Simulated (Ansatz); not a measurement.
The cluster Cu₂S₂. Charge 0, multiplicity 1. Geometry relaxed at r2SCAN-D4/def2-SVP.

Cartesian coordinates in Å:
```
Cu -0.354 0.973 -0.748
Cu 0.541 -1.052 0.479
S -1.364 -0.891 -0.474
S 1.177 0.971 0.743
```

The restricted singlet is unstable towards broken spin symmetry at other levels; at r2SCAN-D4/def2-SVP this wasn't settled. At PBE0-D4/def2-TZVP a triplet of charge 0 lies 0.09 eV below the restricted singlet, each at its own geometry. The structure comes from a short search, and lower isomers may exist.

Q: Estimate the harmonic wavenumbers at RKS r2SCAN-D4/def2-SVP (Ansatz, unscaled). Is this a minimum?

A: 80, 171, 306, 316, 419, 421 cm⁻¹. Yes, no mode is imaginary beyond noise. Zero-point energy 10.2 kJ/mol. Run time 25 s (4 threads of Arm Neoverse V1 on a shared host).
